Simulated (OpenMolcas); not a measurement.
## C3H5Ga (SMILES C#[C][GaH][CH3]): methods side by side

C3H5Ga has 9 atoms, charge 0, and is taken as a singlet. SMILES: `C#[C][GaH][CH3]`. The shape is that of a PBE0-D4/def2-TZVP optimisation.

```csv
atom,x (Å),y (Å),z (Å)
C,1.4987,0.8168,-2.1387
C,0.9500,0.7452,-1.0628
Ga,0.0688,0.6112,0.6437
C,-1.0361,-0.9725,0.9664
H,1.9837,0.8831,-3.0861
H,0.2926,1.7831,1.6555
H,-0.4514,-1.8772,0.7821
H,-1.4352,-1.0063,1.9800
H,-1.8710,-0.9835,0.2600
```

Quantity: the dipole moment, in D. The values are calculated.

```
                              level           kind     program  value (D)  CPU time
    HF/6-31G* (spherical functions)   Hartree–Fock  OpenMolcas       0.55      15 s
  BLYP/6-31G* (spherical functions)            GGA  OpenMolcas       0.78      47 s
   PBE/6-31G* (spherical functions)            GGA  OpenMolcas       0.77      47 s
revPBE/6-31G* (spherical functions)            GGA  OpenMolcas       0.77      45 s
  TPSS/6-31G* (spherical functions)       meta-GGA  OpenMolcas       0.77      57 s
r2SCAN/6-31G* (spherical functions)       meta-GGA  OpenMolcas       0.72      57 s
 B3LYP/6-31G* (spherical functions)  global hybrid  OpenMolcas       0.72      48 s
 B3LYP/6-31G* (Cartesian functions)  global hybrid  OpenMolcas       0.71      49 s
```

All-electron rows without a relativistic Hamiltonian named are non-relativistic. The values span 0.55 to 0.78 D. Magnitudes only. Times are those of the runs behind each value, whatever else they computed, on shared processors of several kinds: orders of magnitude only.
